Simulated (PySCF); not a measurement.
Mapped SMILES: `[CH3:1]/[CH:2]=[N:3]/[CH2:4][C:5]([F:6])([F:7])[F:8]`. Each H is labelled by its parent atom.

Calculated, not measured (PySCF): σ from GIAO-PBE0/pcSseg-1, geometry: GFN2-xTB. No relativistic terms, no solvent, one computed conformer, equivalent nuclei averaged.

Referencing at the same level of theory: ¹³C, ¹H against TMS; ¹⁵N vs NH3; ¹⁹F vs CFCl3.

```
   atoms  nucleus  count  δ (ppm)
      C4      ¹³C      1     66.9
      C2      ¹³C      1        ?
      C5      ¹³C      1    133.3
   H(C2)       ¹H      1        ?
      C1      ¹³C      1        ?
      N3      ¹⁵N      1    356.9
F6/F7/F8      ¹⁹F      3    -87.3
   H(C4)       ¹H      2     4.11
   H(C1)       ¹H      3     2.20
```

Estimate the values marked ?.

## Answers


- C2: 172.4 ppm, C=N carbon
- C1: 27.1 ppm, methyl carbon; a saturated carbon with 1 carbon neighbour and no heteroatom attached
- H(C2): 7.95 ppm, hydrogen on a C=N carbon

Shifts are as computed. Against solution values, carbons near 30 ppm lie about +3 ppm off and those near 130 ppm about +5 ppm. Of 1211 compounds with measured shifts, 218 miss one by over three times the rms of a fit or turn the order of signals round; such compounds aren't used in these exercises. Unscaled 19F shifts against computed CFCl3 carry errors that often reach 10 to 50 ppm. Experimental scales use liquid or dissolved standards, which lie at an offset from isolated NH3 (liquid NH3: subtract about 20 ppm). Unscaled 15N shifts of sp2 nitrogen come out 20 to 40 ppm too high even then.
